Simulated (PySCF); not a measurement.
CH5B, SMILES CB. Atoms are numbered in the order given.

```xyz
7

B      0.8703     0.0209     0.0000
H      1.4838    -0.0088     1.0243
H      1.4838    -0.0088    -1.0243
C     -0.6810     0.0164     0.0000
H     -0.9451    -1.0559     0.0000
H     -1.1441     0.4353    -0.8947
H     -1.1441     0.4353     0.8947
```
Charge 0, spin multiplicity 1.

Coordinates come from a B3LYP-D3(BJ)/def2-TZVP optimisation.

Computed with r2SCAN/def2-TZVPD (PySCF).

Mulliken values depend strongly on the basis, most of all with diffuse functions as here. ESP charges are fitted to the potential on shells at 1.4 to 2.0 van der Waals radii. Atomic charges (e):

| atom | Mulliken | ESP fit | meta-Löwdin |
|---|---|---|---|
| B1 | -0.05 | 0.51 | 0.05 |
| H2 | -0.01 | -0.18 | 0.00 |
| H3 | -0.01 | -0.18 | 0.00 |
| C4 | -0.48 | -0.55 | -0.47 |
| H5 | 0.16 | 0.14 | 0.16 |
| H6 | 0.19 | 0.13 | 0.13 |
| H7 | 0.19 | 0.13 | 0.13 |
